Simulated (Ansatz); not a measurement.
```yaml
crystal:
  periodic: [false, false, false]
  atoms:
    - {symbol: C, position_ang: [-0.983421, 1.997977, -0.129746]}
    - {symbol: B, position_ang: [-0.380552, 0.939346, 0.827036]}
    - {symbol: Sn, position_ang: [1.232203, -0.494627, 0.205719]}
    - {symbol: Ga, position_ang: [0.150877, -2.748807, -0.584494]}
    - {symbol: H, position_ang: [-2.051873, 2.172875, 0.029172]}
    - {symbol: H, position_ang: [-0.777791, 1.871470, -1.193235]}
    - {symbol: H, position_ang: [-0.492328, 2.938105, 0.177508]}
    - {symbol: H, position_ang: [-0.780179, 0.872875, 1.955472]}
    - {symbol: H, position_ang: [2.145443, 0.140988, -1.101906]}
    - {symbol: H, position_ang: [2.341003, -0.822493, 1.469912]}
    - {symbol: H, position_ang: [-0.001825, -3.970571, 0.397142]}
    - {symbol: H, position_ang: [-0.401537, -2.897149, -2.052588]}
basis:
  gaussian: {orbitals: ANO-RCC-VTZP}
total_charge: 4
hamiltonian: {xc: {name: B3LYP5}}
```

```sh
$ ansatz run in.yaml --threads 2 --pin off --events-out ev --progress --plain --max-ram 32768MiB --backend cuda --devices 0, --max-vram 18GiB
```

Output, abridged:

```
Functional definition: B3LYP5
2254 factors; their error is unknown
mean field evaluation 1: about -222625.2375 eV, gradient 1.7e2 eV
mean field evaluation 2: about -221966.1001 eV, gradient 2.8e2 eV
mean field evaluation 4: about -222698.0405 eV, gradient 1.0e2 eV
mean field evaluation 8: about -222715.6814 eV, gradient 6.2e1 eV
mean field evaluation 16: about -222735.9227 eV, gradient 3.6e0 eV
mean field evaluation 32: about -222736.3288 eV, gradient 4.5e-4 eV
mean field -222736.32881809 eV, -8185.4091079585 hartree, gradient 4.3e-5 eV, S^2 0.000000; 2 other end points of the search recorded, 0 dependent functions left out
reference -222736.32922487 eV, -8185.4091229077 hartree; 48, 48 occupied and 235, 235 virtual orbitals, 2254 factors
Total energy: -222736.32922487 eV, -8185.4091229077 hartree
Relativity: scalar
```

In this input the charge is far from anything that the molecule holds. The calculation finished and met its thresholds. The result belongs to that input, not to the molecule as meant.
